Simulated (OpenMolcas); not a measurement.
# Levels of Kr6+ by method

```json
{
 "Program": "OpenMolcas 26.06",
 "Basis": "ANO-RCC [9s8p6d4f2g]",
 "Scalar Hamiltonian": "DKH2, point nucleus",
 "Active space": "2 electrons in 8 orbitals (4s 4p 5s 5p)",
 "State averaging": "2S+1 = 3 even, 3 roots; 2S+1 = 1 even, 6 roots; 2S+1 = 3 odd, 3 roots; 2S+1 = 1 odd, 3 roots",
 "Spin-orbit coupling": "state interaction with AMFI integrals over the reference wave functions, term energies averaged over their components"
}
```

Methods on the same reference wave functions:
A. CASSCF
B. SS-CASPT2, IPEA 0.25 Eh, imaginary shift 0.1 Eh (closed shells correlated: 3d)

Energies in cm⁻¹ above 4s² ¹S₀, the measured ground level; measured values from Saloman, J. Phys. Chem. Ref. Data 36, 215 (2007).

```
     Level       A       B  Measured
   4s² ¹S₀     0.0     0.0       0.0
4s 4p ³P°₀  115414  116104    117390
4s 4p ³P°₁  117944  118584    120095
4s 4p ³P°₂  123658  124348    126553
4s 4p ¹P°₁  182757  171410    170835
```

Deviations, from unrounded energies. A percentage is the sum of absolute deviations over the sum of measured energies, with the sign that they share, or ± where signs differ.

| Against measurement | Levels | A | B |
| --- | --- | --- | --- |
| mean absolute deviation (cm-1) | 4 | 4700 | 1400 |
| other configurations (%) | 4 | ±3.5 | ±1.0 |

B lies closest to measurement on these levels. The largest miss of B in the table is 4s 4p ³P°₂, by -2200 cm-1. The ranking rests on the paired levels alone, and a cruder setting can come out closer through cancelling errors.

The lowest spin-free term lies below A's lowest term by 0.182 hartree in B.

Over all roots computed the reference weight is 0.92 to 0.99 in B; the roots of lowest weight are the least certain, and an intruder state may touch them. Active for correlation alone: 5p 5s; no level in the range computed is led by a configuration that fills them, so any true level of that kind is missing. Computed and measured levels are paired by configuration, term and J; levels that our copy of the source lacks, or whose pairing is in doubt (as where it misses far off the trend of its configuration), stay unpaired and out of the deviations. Levels of configurations outside the active space are missing. Levels that lie high or do not pair safely by name in every column are left out.

° marks odd parity.
